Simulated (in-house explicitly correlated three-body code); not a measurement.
Computed with an exponentially correlated three-body code. Model: two electrons around a point charge, non-relativistic, variational in 260 exponentially correlated functions (energies converged to about 1e-7 hartree, or 1e-8 relative for large Z).

For two electrons in a singlet the Kohn-Sham orbital is the square root of half the density, so the exact Kohn-Sham potential and energy parts follow from the density alone, and exchange is minus half the Hartree energy. The Kohn-Sham level equals minus the binding energy of the second electron.

Command:
```bash
python run_hyl.py task.json out
```
Settings (lengths in bohr, energies in hartree):
```
Z                      3.34
interaction_strength   1
functions              260
states_tried           13
```

Cost of the run: 15 s on 1 thread of AMD EPYC 9R45 96-Core Processor (Zen 5), with other jobs on the host.

**Those bound S and P states to n = 4 that converged, binding against the one-electron ion.**

Given: nuclear charge 3.34.

Computed: one-electron threshold -5.5778 hartree.

```csv
term,energy (hartree),binding (eV),quantum defect
1 1S,-9.22327545,99.198,0.13339
2 3S,-6.39381377,22.205,0.16831
2 1S,-6.3096448,19.915,0.065845
2 3P,-6.29737141,19.581,0.049419
2 1P,-6.25317414,18.378,-0.013393
3 3S,-5.91765162,9.2478,0.16171
3 1S,-5.89549756,8.645,0.06442
3 3P,?,?,?
3 1P,?,?,?
4 3S,-5.76344127,5.0516,0.15971
4 1S,-5.75453007,4.8091,0.064086
4 3P,-5.75326216,4.7746,0.049891
4 1P,-5.74779563,4.6258,-0.013118
```

Task: What belongs in the row 3 3P?

Result: energy (hartree): -5.89236448; binding (eV): 8.5597; quantum defect: 0.049837.

Task: What belongs in the row 3 1P?

Result: energy (hartree): -5.87932376; binding (eV): 8.2049; quantum defect: -0.013284.

**Converged states only, values per electron or pair.**

```
term  mean r (bohr)  mean r squared (bohr²)  mean inverse r (1/bohr)  mean r12 (bohr)  mean inverse r12 (1/bohr)  mean cosine  mean p1 dot p2 (bohr⁻²)  delta r1 (bohr⁻³)  delta r12 (bohr⁻³)
1 1S        0.50682                 0.34852                   3.0278          0.76055                     1.7795    -0.039304                  0.33359             9.6789             0.79514
2 3S              ?                       ?                        ?                ?                          ?            ?                        ?                  ?                   -
2 1S         1.4288                   3.514                    1.972           2.4597                    0.55388    -0.014157                 0.025884             6.2699             0.10225
2 3P         1.2288                  2.5688                   1.9735           2.0945                    0.58852      -0.0578                 -0.42376             5.8452                   -
2 1P         1.3111                   2.963                   1.9588           2.2167                    0.57841     0.015062                  0.35883              5.944            0.017264
3 3S              ?                       ?                        ?                ?                          ?            ?                        ?                  ?                   -
3 1S         2.9886                  17.492                   1.8029           5.5515                     0.2523   -0.0044383                0.0076306              6.027             0.02996
3 3P            2.8                  15.439                   1.8032           5.1829                     0.2604    -0.015262                 -0.10718             5.9077                   -
3 1P         2.9207                   16.88                    1.799           5.4135                    0.25871    0.0041392                   0.1034             5.9332           0.0058334
4 3S         4.9571                  50.522                   1.7467           9.4799                    0.14076   -0.0014801                0.0023945             5.9746                   -
4 1S         5.1909                  55.638                   1.7444           9.9459                    0.14322   -0.0018934                0.0031977             5.9701            0.012502
4 3P         5.0118                  52.151                   1.7444           9.5911                    0.14635    -0.006164                -0.042619              5.921                   -
4 1P         5.1722                  55.663                   1.7427           9.9076                     0.1458    0.0016899                 0.043096             5.9312           0.0025635
```

Task: What belongs in the row 2 3S?

Result: mean r (bohr): 1.3127; mean r squared (bohr²): 2.8933; mean inverse r (1/bohr): 1.9932; mean r12 (bohr): 2.2439; mean inverse r12 (1/bohr): 0.52689; mean cosine: -0.011694; mean p1 dot p2 (bohr⁻²): 0.021129; delta r1 (bohr⁻³): 6.3316.

Task: What belongs in the row 3 3S?

Result: mean r (bohr): 2.8144; mean r squared (bohr²): 15.366; mean inverse r (1/bohr): 1.8085; mean r12 (bohr): 5.2071; mean inverse r12 (1/bohr): 0.24579; mean cosine: -0.0035418; mean p1 dot p2 (bohr⁻²): 0.0058757; delta r1 (bohr⁻³): 6.0393.

**Exact Kohn-Sham parts of the ground state from its density.**

Computed: total energy -9.22327545 hartree; Kohn-Sham kinetic 9.1828 hartree; Hartree energy 3.7276 hartree; exchange energy -1.8638 hartree; DFT correlation energy -0.043821 hartree; exact minus restricted Hartree-Fock -0.043809 hartree; Kohn-Sham level -99.198 eV; restricted Hartree-Fock level -99.527 eV; dipole polarisability 0.11753 bohr³; C6 of two such species 0.037543 hartree·bohr⁶.

Task: What is the kinetic part of the DFT correlation energy?

Result: 0.040497 hartree.

Task: What is the potential part of the DFT correlation energy?

Result: -0.084318 hartree.

**Functionals on the exact density and self-consistent, errors are functional minus exact, hybrids only self-consistent, a dash where a self-consistent run leaves the top level unbound.**

| result | exchange error (millihartree) | correlation error (millihartree) | functional driven error (millihartree) | density driven error (millihartree) | self consistent total error (millihartree) | top level plus exact binding (eV) |
| --- | --- | --- | --- | --- | --- | --- |
| M06-L | -21.152 | -2.7735 | -23.926 | -2.2794 | -26.205 | 15.466 |
| OLYP | ? | ? | ? | ? | ? | ? |
| LDA VWN5 | 261.22 | -97.366 | 163.85 | -2.1369 | 161.72 | 18.437 |
| RPBE | ? | ? | ? | ? | ? | ? |
| revTPSS | -3.5735 | -5.04 | -8.6135 | -0.19144 | -8.8049 | 15.889 |
| PBEsol | 111.33 | -13.594 | 97.74 | -1.2059 | 96.535 | 18.09 |
| BP86 | 8.0118 | -2.4646 | 5.5472 | -0.73926 | 4.808 | 17.24 |
| PBE0 | - | - | - | - | 20.62 | 12.791 |
| SCAN | -4.507 | 2.992 | -1.5149 | -0.29837 | -1.8133 | 15.648 |
| wB97X | - | - | - | - | -11.609 | 10.687 |
| PW91 | 24.458 | -7.863 | 16.595 | -1.2068 | 15.388 | 17.199 |
| B3LYP VWN-RPA | - | - | - | - | -3.828 | 13.303 |
| LDA PW92 | 261.22 | -96.657 | 164.56 | -2.146 | 162.42 | 18.448 |
| HSE06 | - | - | - | - | 18.293 | 13.191 |

Task: What belongs in the row OLYP?

Result: exchange error (millihartree): 5.2594; correlation error (millihartree): -4.3922; functional driven error (millihartree): 0.86723; density driven error (millihartree): -1.457; self consistent total error (millihartree): -0.58976; top level plus exact binding (eV): 17.152.

Task: What belongs in the row RPBE?

Result: exchange error (millihartree): -1.5915; correlation error (millihartree): -1.4402; functional driven error (millihartree): -3.0316; density driven error (millihartree): -1.2552; self consistent total error (millihartree): -4.2868; top level plus exact binding (eV): 17.242.

The density-driven part is never positive, since each functional's own density lowers its energy. Here it is small beside the functional-driven part (median ratio 0.084), the normal case. The correlation energy of density-functional theory lies 0.012 millihartree below exact minus Hartree-Fock, because the Hartree-Fock density, unlike the exact one, minimises the Hartree-Fock energy.
